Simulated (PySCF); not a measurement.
C2Ti, SMILES [C]1[C][Ti]1 (connectivity only; charge and spin as stated), neutral, multiplicity 3.

Coordinates come from a B3LYP-D3(BJ)/def2-TZVP optimisation. The multiplicity is an assumed one; other spin states were not compared.

Two levels are set side by side: PBE/def2-TZVPD (PySCF) and r2SCAN/def2-TZVPD (PySCF). Same geometry, gas phase. Differences are taken from unrounded values.

```tsv
quantity	PBE
α-spin orbital gap (eV)	0.40
β-spin orbital gap (eV)	2.52
dipole moment (D)	6.35
mean polarisability (bohr³)	82.4
```

Problem. These are the PBE values. What does r2SCAN give? (Estimate from the structure and the level; the computed values follow.)

Solution. 
| quantity | r2SCAN | PBE minus r2SCAN |
|---|---|---|
| α-spin orbital gap (eV) | 1.00 | -0.60 |
| β-spin orbital gap (eV) | 3.12 | -0.60 |
| dipole moment (D) | 7.16 | -0.81 |
| mean polarisability (bohr³) | 85.7 | -3.2 |

Rough cost on one machine, each run with all the roots and properties that it gave: r2SCAN against PBE about 3 times.
